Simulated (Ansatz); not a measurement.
Mulliken charges of H₄O₃SZr (`[OH][Zr]([OH])([OH])[SH]`) from PBE/def2-TZVPP in Ansatz (PBE0-D4/def2-TZVP geometry).

| atom | x (Å) | y (Å) | z (Å) | charge (e) |
| --- | --- | --- | --- | --- |
| O1 | -1.463 | 1.155 | 0.204 | -0.474 |
| Zr2 | 0.095 | 0.074 | -0.083 | 1.159 |
| O3 | 1.410 | 0.998 | -1.121 | -0.471 |
| O4 | -0.444 | -1.592 | -0.863 | -0.473 |
| S5 | 1.209 | -0.370 | 2.089 | -0.395 |
| H6 | -2.050 | 1.890 | 0.354 | 0.182 |
| H7 | 1.992 | 1.280 | -1.821 | 0.183 |
| H8 | -0.938 | -2.295 | -1.272 | 0.182 |
| H9 | 0.189 | -1.140 | 2.513 | 0.107 |

Problem. By hand: the dipole of these point charges (1 e Å = 4.8032 D).

Solution. Σ q r = (-0.287, 0.006, -0.313) e Å, of length 0.425 e Å = 2.04 D.

Problem. How does the dipole of the full density compare? (An estimate is asked.)

Solution. Ansatz gave: (-0.392, 0.090, -0.579) e Å, 3.39 D; the point charges give 0.60 times that, at 11° from its direction.

Point charges leave out the atoms' own dipoles, such as those of lone pairs, and Mulliken's split depends on the basis, so the two needn't agree.
